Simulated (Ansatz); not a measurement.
Relaxation of Cl$_{2}$FH$_{3}$O$_{3}$Ta (10 atoms, charge 0, multiplicity 2), to a largest force component of 0.03 eV/Å in at most 50 steps.

Computed with UKS PBE/def2-SVP (Ansatz).

```xyz
10
Properties=species:S:1:pos:R:3:forces:R:3
Ta -0.589 -0.059 -0.003 0.41 -0.01 0.02
Cl 3.065 -0.127 0.132 -2.04 0.04 -0.72
O 0.421 -0.224 1.587 -0.08 0.00 0.02
H 1.408 -0.242 1.637 0.04 0.00 0.01
F -0.236 0.036 -1.858 0.01 0.00 0.01
O -1.314 1.680 0.225 -0.04 0.01 0.01
H -1.755 2.211 0.908 0.03 -0.02 -0.02
O -1.526 -1.709 0.012 -0.03 0.01 0.01
H -2.135 -2.220 0.570 0.02 0.00 -0.01
Cl 5.024 -0.165 0.897 1.68 -0.03 0.67
```

Where does it end, and by what steps?

The run converged. After 17 steps the energy has fallen by 2.144 eV; Cl10 moved furthest, 1.60 Å. Joined: Ta1–Cl2 (3.66 → 2.50 Å).

| step | energy less start (eV) | largest force component (eV/Å) | accepted |
| --- | --- | --- | --- |
| 0 | 0.0000 | 2.042 | yes |
| 1 | -0.2448 | 1.425 | yes |
| 2 | -0.5547 | 1.047 | yes |
| 3 | -0.9005 | 0.995 | yes |
| 4 | -1.2800 | 0.966 | yes |
| 5 | -1.4614 | 0.637 | yes |
| 6 | -1.5852 | 0.607 | yes |
| 7 | -1.7015 | 0.522 | yes |
| 8 | -1.8072 | 0.299 | yes |
| 9 | -1.9073 | 0.327 | yes |
| 10 | -2.0033 | 0.328 | yes |
| 11 | -2.0863 | 0.358 | yes |
| 12 | -2.1266 | 0.228 | yes |
| 13 | -2.1354 | 0.177 | yes |
| 14 | -2.1416 | 0.162 | yes |
| 15 | -2.1425 | 0.083 | yes |
| 16 | -2.1436 | 0.052 | yes |
| 17 | -2.1443 | 0.024 | yes |

```xyz
10
Properties=species:S:1:pos:R:3
Ta -0.175 -0.038 -0.118
Cl 2.230 -0.025 -0.803
O 0.621 -0.222 1.578
H 1.585 -0.275 1.874
F -0.284 0.038 -2.021
O -1.132 1.565 0.207
H -1.246 2.045 1.047
O -1.320 -1.545 0.024
H -1.469 -2.112 0.802
Cl 3.553 -0.250 1.517
```

Whether the end is a true minimum wasn't checked by a vibrational analysis.

Time of the run: 75 s on 4 threads of Arm Neoverse V2, with other jobs on the host, peak memory 0.36 GiB.
